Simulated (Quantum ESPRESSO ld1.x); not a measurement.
Problem. Radial electron density D(r) = 4 pi r^2 rho(r) of an atom or ion with 7 electrons. Calculated with ld1.x of Quantum ESPRESSO 7.5: non-relativistic Kohn-Sham, BLYP, spin-unpolarised, spherical densities, point nucleus.

r (bohr),D(r) (e/bohr)
0.01055,0.3722
0.01289,0.5349
0.01587,0.7730
0.01954,1.105
0.02405,1.558
0.02962,2.160
0.03617,2.902
0.04454,3.850
0.05483,4.954
0.06751,6.142
0.08312,7.277
0.1015,8.131
0.125,8.549
0.1539,8.303
0.1895,7.355
0.2333,5.907
0.2849,4.449
0.3508,3.364
0.432,3.044
0.5318,3.434
0.6548,4.087
0.8062,4.425
0.9847,4.120
1.212,3.203
1.493,2.045
1.838,1.053
2.263,0.4277
2.764,0.1396
3.403,0.03177
4.189,0.004845

What is the nuclear charge?

Solution. Z = 8. The innermost maximum, from 1s, lies near 1/Z = 0.125 bohr (found: 0.129), and its height grows with Z. The density is that of the oxygen ion O+ in [He] 2s2 2p3; the configuration itself is not fixed sharply by these data. D(r) has 2 maxima, at r = 0.129, 0.813 bohr, and minima at 0.422 bohr, inside which lie 2.19 electrons.
